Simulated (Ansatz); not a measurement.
AlBH4SeSi (`[AlH2][B]1[SiH2][Se]1`), relaxed with RKS PBE-D4/def2-SVP in Ansatz from a rough embedded geometry. The force threshold is 0.03 eV/Å; the program also tests the step.

Total charge 0; spin multiplicity 1.

Start:

```xyz
8

Al    1.375   -0.561    1.354
B    -0.155   -0.382    0.071
Si   -1.104    0.698   -1.280
Se   -1.966   -1.128   -0.759
H     1.562   -1.940    2.247
H     2.513    0.580    1.538
H    -1.815    1.900   -0.654
H    -0.410    0.834   -2.516
```

| step | energy (eV) | largest force (eV/Å) | largest move (Å) |
| --- | --- | --- | --- |
| 1 | -80532.1422 | 3.457 | 0.000 |
| 2 | -80533.0633 | 1.200 | 0.200 |
| 3 | -80533.1889 | 0.439 | 0.143 |
| 4 | -80533.2085 | 0.206 | 0.089 |
| 5 | -80533.2191 | 0.158 | 0.161 |
| 6 | -80533.2232 | 0.065 | 0.033 |
| 7 | -80533.2335 | 0.181 | 0.200 |
| 8 | -80533.2400 | 0.086 | 0.064 |
| 9 | -80533.2550 | 0.234 | 0.195 |
| 10 | -80533.2668 | 0.359 | 0.193 |
| 11 | -80533.2864 | 0.241 | 0.117 |
| 12 | -80533.3173 | 0.089 | 0.200 |
| 13 | -80533.3328 | 0.061 | 0.200 |
| 14 | -80533.3399 | 0.182 | 0.195 |
| 15 | -80533.3424 | 0.105 | 0.047 |
| 16 | -80533.3443 | 0.022 | 0.031 |

End:

```xyz
8

Al    1.424   -0.659    1.414
B    -0.206   -0.208    0.189
Si   -0.961    0.756   -1.366
Se   -2.086   -0.670    0.082
H     2.376   -1.913    1.094
H     1.785    0.274    2.671
H    -1.444    2.175   -1.308
H    -0.888    0.245   -2.775
```

Run time 28 s (2 threads of an Arm Neoverse V2 on a shared host); peak host memory 0.15 GiB.
